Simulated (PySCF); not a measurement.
## Mayer bond orders and bond lengths

Species: C₃H₁₁NSi.
Numbering: `[CH3:1][CH:2]([CH3:3])[NH:4][SiH3:5]` (hydrogens: H6, H7, H8 on C1; H9 on C2; H10, H11, H12 on C3; H13 on N4; H14, H15, H16 on Si5)

Geometry (GFN2-xTB, Å), atoms numbered from 1 in this order:
```xyz
16
C3H11NSi angstrom
C     -1.588    1.094   -0.056
C     -0.476    0.106    0.296
C     -0.917   -1.332    0.014
N      0.727    0.452   -0.428
Si     2.314    0.072    0.100
H     -1.257    2.111    0.137
H     -1.846    1.008   -1.110
H     -2.478    0.895    0.536
H     -0.240    0.198    1.362
H     -1.808   -1.579    0.585
H     -0.124   -2.024    0.285
H     -1.137   -1.456   -1.045
H      0.555    0.472   -1.423
H      2.649   -1.362    0.166
H      2.437    0.629    1.447
H      3.182    0.725   -0.878
```

Bond orders from the PBE0/pcSseg-1 density (PySCF). One conformer (not necessarily the lowest) at the GFN2-xTB geometry, without solvent, vibrations or thermal averaging.

Where do the orders between heavy atoms depart from those drawn in the SMILES?

The largest departure is 0.074, at C2–N4 (drawn single, 0.926).

Give the Mayer order of every bond, beside its length.

```tsv
bond	drawn as	length (Å)	Mayer order
C1–C2	single	1.528	1.033
C2–C3	single	1.531	1.023
C2–N4	single	1.446	0.926
N4–Si5	single	1.715	1.019
C1–H6	single	1.087	0.968
C1–H7	single	1.089	0.963
C1–H8	single	1.087	0.964
C2–H9	single	1.095	0.940
C3–H10	single	1.087	0.964
C3–H11	single	1.087	0.965
C3–H12	single	1.089	0.962
N4–H13	single	1.010	0.929
Si5–H14	single	1.474	0.886
Si5–H15	single	1.463	0.932
Si5–H16	single	1.461	0.947
```

Sum the orders of all bonds at each heavy atom with more than one neighbour and set the sums beside the valence in the SMILES.

C1 3.928 (drawn 4), C2 3.922 (drawn 4), C3 3.914 (drawn 4), N4 2.874 (drawn 3), Si5 3.784 (drawn 4). Orders between atoms that aren't bonded are not in these sums.

Mayer orders depend on the basis set.
